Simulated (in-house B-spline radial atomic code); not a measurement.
# Removing one electron from Sb²³⁺

Closed shell [Ar] 3d10. Computed with a B-spline radial code for spherical atoms: Koopmans values of Dirac-Hartree-Fock plus a diagonal self-energy, in second order or with its direct term screened (direct RPA, with the hole-particle interaction, or full time-dependent Hartree-Fock), linearised in energy; no-pair Dirac-Coulomb Hamiltonian, finite nucleus. Shifts add to the Koopmans value (the ΔSCF shift is orbital relaxation alone); the final value takes TDHF screening with Breit and QED.

Command:
```bash
python run_mb.py task.json out
```
Settings (nuclear radius in fm, box in bohr, cutoff in hartree):
```
basis_form          2
Z                   51
core_configuration  [Ar] 3d10
rms_radius          4.6802
mass_number         121
speed_of_light      137.036
box_radius          4.262
lmax                7
intervals           59
virtual_cutoff      10404.0
```

Time taken, with all properties: 32 s on 1 thread of Arm Neoverse N1, on a shared host.

Energies in eV:

```
subshell  Koopmans  ΔSCF shift  second order  direct RPA  hole-particle    TDHF  Breit + QED    final
   3d5/2   1218.77      -3.825             ?           ?              ?       ?            ?        ?
   3d3/2   1229.15      -3.963        -2.809      -1.603         -1.974  -2.034       -0.693  1226.42
   3p3/2   1452.89      -2.901        -5.164      -3.522         -4.107  -4.182       -1.243  1447.47
   3p1/2   1502.75      -3.172        -5.792      -3.919         -4.600  -4.688       -1.871  1496.19
```

Problem. What does the self-energy do to 3d5/2?

Solution. It shifts the removal energy by -2.661 eV in second order, -1.506 with direct RPA, -1.865 with the hole-particle term and -1.922 with TDHF screening (quasi-particle weight 0.994); Breit and QED add -0.421 eV. The final value is 1216.43 eV, against 1214 ± 4 eV (NIST, tabulated theory).
